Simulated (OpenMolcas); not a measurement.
Levels of V III by method

```json
{"Program": "OpenMolcas", "Basis": "ANO-RCC-VQZP [7s6p4d3f2g1h]", "Scalar Hamiltonian": "DKH2, point nucleus", "Active space": "9 electrons in 8 orbitals (RAS1 3p, at most 2 holes; RAS2 3d)", "State averaging": "2S+1 = 4 even, 10 roots; 2S+1 = 2 even, 40 roots", "Spin-orbit coupling": "RASSI with atomic mean-field integrals over the reference wave functions, term energies averaged over their components"}
```

Methods on the same reference wave functions:
A. RASSCF
B. SS-RASPT2, IPEA 0.25 Eh, imaginary shift 0.1 Eh (closed shells correlated: 3s)
C. MS-RASPT2, IPEA 0.25 Eh, imaginary shift 0.1 Eh (closed shells correlated: 3s)

Energies in cm⁻¹ above 3d³ ⁴F_3/2, the measured ground level; measured values from Sugar and Corliss, J. Phys. Chem. Ref. Data 7, 1191 (1978).

```tsv
Level	A	B	C	Measured
3d³ ⁴F_3/2	0.0	0.0	0.0	0.0
3d³ ⁴F_5/2	163	164	164	146
3d³ ⁴F_7/2	387	388	388	342
3d³ ⁴F_9/2	669	668	668	584
3d³ ⁴P_1/2	13992	12050	12050	11514
3d³ ⁴P_3/2	14066	12120	12120	11592
3d³ ⁴P_5/2	14258	12320	12320	11770
3d³ ²G_7/2	15187	11850	11850	11966
3d³ ²G_9/2	15431	12090	12090	12187
3d³ ²P_1/2	17908	15380	15380	15580
3d³ ²P_3/2	18002	15440	15440	15550
3d³ ²D_3/2(1)	19406	16510	16510	16330
3d³ ²D_5/2(1)	19610	16670	16650	16375
3d³ ²H_9/2	21273	16750	16750	16811
3d³ ²H_11/2	21463	16940	16940	16978
3d³ ²F_7/2	33841	27980	27980	27728
3d³ ²F_5/2	33946	28080	28080	27847
3d³ ²D_5/2(2)	50041	42880	42890	42267
3d³ ²D_3/2(2)	50183	43020	43020	42371
```

Deviations, from unrounded energies. A percentage is the sum of absolute deviations over the sum of measured energies, with the sign that they share, or ± where signs differ.

| Against measurement | Levels | A | B | C |
| --- | --- | --- | --- | --- |
| mean absolute deviation (cm-1) | 18 | 3400 | 260 | 260 |
| fine structure of the ground term (%) | 3 | +13.8 | +13.9 | +13.9 |
| other terms of the ground configuration (%) | 15 | +20.8 | ±1.5 | ±1.5 |

B, C lie about equally close to measurement and A furthest from it. The largest miss of B in the table is 3d³ ²D_3/2(2), by +650 cm-1. The ranking rests on the paired levels alone, and a cruder setting can come out closer through cancelling errors.

Between B and C the level of the table that moves most is 3d³ ²D_5/2(1), by 13 cm-1 (lowest in C, highest in B). Moves below CASPT2's spread within the term are not significant.

The two smallest mean deviations differ by little beside CASPT2's spread within terms, so their order carries little weight.

From A to B the spin-free energies of the other terms of 3d³ shown, above ⁴F, scale by factors of 0.78 to 0.86, as is usual when dynamic correlation screens the repulsion within a d or f shell.

The lowest spin-free term lies below A's lowest term by 0.322 hartree in B, 0.322 hartree in C.

CASPT2 does not keep the components of a term degenerate, so their means are used; among the terms shown or strongly mixed into the levels shown the widest spread is 1300 cm-1 (3d³ ⁴F, C). Some levels mix across a computed gap that differs much from the measured one, so their mixing is not that of the real levels. Active for correlation alone: 3p; no level in the range computed is led by a configuration that opens it, so any true level of that kind is missing. Without dynamic correlation excited terms often stand tens of per cent too high (terms of higher spin than the ground term too low), and those without a measured partner can miss by more than the paired ones (holds for A). The CASPT2 spread within a term exceeds the gap to the next term for 3d³ ²G and 3d³ ⁴P, 3d³ ²D(1) and 3d³ ²H, so the order of their levels is uncertain (holds for C). Measured partners are found by configuration, term and J. A level has none where our copy of the source lacks it or the pairing is in doubt (some pairs that miss far off the trend of their configuration count as doubtful), and it then counts in no deviation. Levels of configurations outside the active space are missing.

A number in round brackets counts repeated terms of one configuration in the order of the reference energies.
